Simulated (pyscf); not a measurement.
# `[F][In][F]`, doublet

Gas-phase minimum from PySCF at ωB97X-D3(BJ)/def2-SVP, one conformer. 

SMILES: [In]([F])[F]
```xyz
3

F      0.8537     0.0219    -1.5990
In     1.4449     0.4888     0.2184
F      0.6214    -0.4895     1.7134
```
Charge 0, spin multiplicity 2.

Bonds (Å): F1–In2 1.967, In2–F3 1.967. Bond angles (°): F1–In2–F3 117.3.

Properties at ωB97X-D3(BJ)/def2-SVP:

```
Item                                                                                                                               Result
---------------------------------------------------------------------------------------------------------------------  ------------------
Harmonic wavenumbers, unscaled                                                                                         122, 581, 606 cm⁻¹
Zero-point energy                                                                                                            1.9 kcal/mol
Rotational symmetry number                                                                                                              2
Entropy of this conformer at 298 K and 1 atm, rigid rotor and harmonic oscillator, modes under 100 cm⁻¹ raised to 100     290.7 J/(mol K)
Dipole moment                                                                                                                      3.10 D
Spin expectation value S2                                                                                                           0.755
```

Single-point totals, which compare only within one level (frozen core for MP2 and CC):

```
level                   total energy (hartree)
----------------------  ----------------------
ωB97X-D3(BJ)/def2-TZVP              -390.01919
PBE/def2-TZVP                       -389.77145
r²SCAN/def2-TZVP                    -389.94377
B3LYP-D3(BJ)/def2-TZVP              -390.02181
PBE0-D3(BJ)/def2-TZVP               -389.75994
M06-2X/def2-TZVP                    -389.81430
ωB97M-D3(BJ)/def2-TZVP              -390.00937
UHF/def2-TZVPP                      -388.22362
MP2/def2-TZVPP                      -388.98617
CCSD/def2-TZVPP                     -388.97791
CCSD(T)/def2-TZVPP                  -389.00054
```

The CCSD(T) − MP2 part came from Ansatz, without density fitting, on the same reference. The frozen core leaves the outer d or s,p core shells of the metals and heavy elements correlated in the MP2 and CC values, and def2-TZVPP describes them poorly, so these totals are far from the basis limit. Elements past Kr carry the def2 core potentials, without spin-orbit coupling.
